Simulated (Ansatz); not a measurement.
Compare A (`[CH3][AlH][CH2]N[SiH3]`) with its isomer B (`[CH3][AlH][NH][SiH2]C`).

Gas-phase electronic energies from Ansatz, PBE0-D4/def2-TZVP geometries. CCSD(T)/CBS adds triple-zeta CCSD(T) − MP2 to the extrapolated MP2 energy (def2 sets, frozen cores). DFT in def2-TZVPP. B3LYP here is the variant with VWN-RPA as its local correlation; programs differ in this. Each species was taken in one conformer, which may not be the lowest.

A:

Z-matrix (Å, degrees):
```
C
Al 1 1.957
H 1 1.096 2 110.1
H 1 1.094 2 112.0 3 -119.1
H 1 1.094 2 112.4 3 118.8
C 2 2.004 1 117.5 3 90.0
H 2 1.595 1 121.0 3 -76.1
N 6 1.469 2 106.4 1 75.4
H 6 1.098 2 113.8 1 -160.1
H 6 1.097 2 107.8 1 -41.8
Si 8 1.696 6 116.1 2 37.7
H 8 1.009 6 116.6 2 -167.3
H 11 1.491 8 118.8 6 75.7
H 11 1.484 8 113.4 6 -154.7
H 11 1.525 8 102.3 6 -37.7
```

B:

Z-matrix (Å, degrees):
```
C
Al 1 1.949
H 1 1.095 2 111.0
H 1 1.093 2 113.1 3 121.2
H 1 1.095 2 110.8 3 -117.9
N 2 1.786 1 119.7 3 -124.2
H 2 1.585 1 123.4 3 55.6
Si 6 1.728 2 129.4 1 -178.7
H 6 1.013 2 116.2 1 0.1
C 8 1.869 6 113.1 2 -117.0
H 8 1.494 6 110.9 2 121.7
H 8 1.488 6 106.6 2 4.0
H 10 1.093 8 111.0 6 -60.2
H 10 1.093 8 111.0 6 60.0
H 10 1.094 8 110.6 6 -179.8
```

Problem. Which is lower in electronic energy at CCSD(T)/CBS, and by how much? (Best estimate.)

Solution. The calculation gave: B, by 48.6 kcal/mol.

Problem. Give E(B) − E(A) in kcal/mol with CCSD(T)/def2-SVP, PBE-D4, B3LYP-D4, B3LYP, HF/def2-TZVPP, BLYP-D4, CCSD/def2-TZVPP. (Estimate.)

Solution. Computed: CCSD(T)/def2-SVP -46.2, PBE-D4 -44.9, B3LYP-D4 -47.7, B3LYP -49.1, HF/def2-TZVPP -51.7, BLYP-D4 -47.0, CCSD/def2-TZVPP -49.0. None reverses the order clearly.

Problem. Does the order hold for the free energy at 298.15 K (harmonic terms from PBE0-D4)? (Best estimate.)

Solution. Computed: Yes: G(B) − G(A) = -49.1 kcal/mol, for one conformer each. Modes under 60 cm⁻¹, often nearly free rotors, make the harmonic entropy too high.

Largest T1 diagnostic: 0.011.

The D4 term adds +1.3 kcal/mol with B3LYP and +0.7 kcal/mol with PBE0; it sums over pairs of atoms, weighted by their polarisabilities, and B3LYP, whose exchange is more repulsive, gets the larger term. Leaving LDA and LC-ωPBE aside and taking each functional with its dispersion term where it has one, the values, not all of them listed here, spread over 5.3 kcal/mol, from B2PLYP to revPBE-D4. LDA lies +2.5 kcal/mol from PBE without D4.
